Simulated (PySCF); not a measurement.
Structure with atom numbers: `[CH3:1][C:2]#[C:3][C@@H:4]([CH3:5])[Si@H:6]([F:7])[C:8]#[C:9][CH3:10]`. Each H is labelled by its parent atom.

- geometry: GFN2-xTB
- shieldings: GIAO PBE0/pcSseg-1
- run in PySCF 2.14
- fast rotation and ring inversion assumed for equivalent nuclei, one conformer, no solvent, relativity neglected

Shifts are taken against calculated references (same method and geometry level): $^{13}$C vs TMS.

Problem. Do the $^{13}$C shifts follow the atomic charges (in e)? Tabulate both.

Solution. 
| atoms | hybridisation | δ (ppm) | σ para (ppm) | Hirshfeld | IAO | Mulliken | ESP-fitted |
| --- | --- | --- | --- | --- | --- | --- | --- |
| C9 | sp | 113.0 | -202 | -0.01 | +0.03 | -0.09 | +0.35 |
| C3 | sp | 84.6 | -163 | -0.07 | -0.08 | +0.09 | -0.45 |
| C8 | sp | 84.2 | -156 | -0.19 | -0.41 | -0.44 | -0.61 |
| C2 | sp | 83.6 | -168 | -0.06 | -0.07 | -0.34 | +0.22 |
| C5 | sp3 | 18.0 | -76 | -0.11 | -0.41 | -0.22 | -0.43 |
| C4 | sp3 | 17.7 | -84 | -0.10 | -0.40 | -0.62 | +0.07 |
| C10 | sp3 | 5.7 | -71 | -0.09 | -0.44 | -0.16 | -0.57 |
| C1 | sp3 | 4.9 | -73 | -0.10 | -0.43 | -0.19 | -0.56 |

Correlation coefficients of δ with charge over these carbons: Hirshfeld +0.30, IAO +0.84, Mulliken +0.25, ESP-fitted +0.47; with the paramagnetic shielding -0.99. Among the 4 sp carbons alone: Hirshfeld +0.63, IAO +0.56, Mulliken +0.31, ESP-fitted +0.64. With so few points, grouped by hybridisation, these coefficients are fragile. Charge is one influence among several: hybridisation and low-lying excitations act through the paramagnetic term.

Shifts are as computed. Against solution values, carbons near 30 ppm lie about +3 ppm off and those near 130 ppm about +5 ppm. Of 1309 compounds with measured shifts, 239 miss one by over three times the rms of a fit or turn the order of signals round; such compounds aren't used in these exercises.
